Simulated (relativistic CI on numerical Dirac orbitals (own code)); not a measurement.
Ligand-field terms of d5

Computed with a parametric ligand-field model of a d^n configuration (Racah B and C, spin-orbit zeta, crystal field), exact diagonalisation.

Field parameters in Wybourne normalisation: D3d B²₀ = −7Dσ, B⁴₀ = −14Dq − 21Dτ, B⁴₃ = −14√(10/7) Dq; D4h B²₀ = −7Ds, B⁴₀ = 21(Dq − Dt), B⁴₄ = 21√(5/14) Dq; Oh B⁴₀ = 21Dq, B⁴₄ = √(5/14) B⁴₀. The field is a parameter set, without covalency.

Problem. Ground term and bands for B = 850, C = 3580, ζ = 0 cm⁻¹, Oh, 10Dq = 4700 cm⁻¹?

Solution. Ground term 6A1 with 2.00 electrons in the two orbitals of the cubic e set. Spin-allowed: none. Lowest spin-forbidden: 4T1 23746 cm⁻¹ (421 nm), 4T2 25809 cm⁻¹ (387 nm), 4A1+E 26400 cm⁻¹ (379 nm). A high-spin d5 ion has no spin-allowed d-d band, hence its pale colour.

Problem. Ground term and bands for B = 1030, C = 5160, ζ = 0 cm⁻¹, D4h, 10Dq = 29100, Ds = 930, Dt = 90 cm⁻¹?

Solution. Ground term 6A1 with 2.00 electrons in the two orbitals of the cubic e set. Spin-allowed: none. Lowest spin-forbidden: 2B2 4921 cm⁻¹ (2032 nm), 2E 6947 cm⁻¹ (1439 nm), 4A2 11348 cm⁻¹ (881 nm). A high-spin d5 ion has no spin-allowed d-d band, hence its pale colour.

Problem. Ground term and bands for B = 760, C = 3490, ζ = 0 cm⁻¹, D4h, 10Dq = 16300, Ds = -1500, Dt = 510 cm⁻¹?

Solution. Ground term 6A1 with 2.00 electrons in the two orbitals of the cubic e set. Spin-allowed: none. Lowest spin-forbidden: 4A2 11565 cm⁻¹ (865 nm), 4B2 13488 cm⁻¹ (741 nm), 2E 14386 cm⁻¹ (695 nm). A high-spin d5 ion has no spin-allowed d-d band, hence its pale colour.

Problem. Ground term and bands for B = 750, C = 3600, ζ = 0 cm⁻¹, D3d, 10Dq = 31850, Dσ = 440, Dτ = -120 cm⁻¹?

Solution. Ground term 2A1 with 0.05 electrons in the two orbitals of the cubic e set. Spin-allowed: 2E 119 cm⁻¹, 2A2 27225 cm⁻¹ (367 nm), 2E 27446 cm⁻¹ (364 nm), 2A2 27554 cm⁻¹ (363 nm). Lowest spin-forbidden: 4E 14858 cm⁻¹ (673 nm), 4A2 14910 cm⁻¹ (671 nm), 6A1 17618 cm⁻¹ (568 nm).

Problem. Ground term and bands for B = 500, C = 2110, ζ = 0 cm⁻¹, D4h, 10Dq = 27600, Ds = 3000, Dt = -20 cm⁻¹?

Solution. Ground term 2B2 with 0.02 electrons in the two orbitals of the cubic e set. Spin-allowed: 2E 8681 cm⁻¹ (1152 nm), 2A1 24107 cm⁻¹ (415 nm), 2E 25441 cm⁻¹ (393 nm), 2B1 27077 cm⁻¹ (369 nm). Lowest spin-forbidden: 4E 17135 cm⁻¹ (584 nm), 4A2 23545 cm⁻¹ (425 nm), 4E 27501 cm⁻¹ (364 nm).
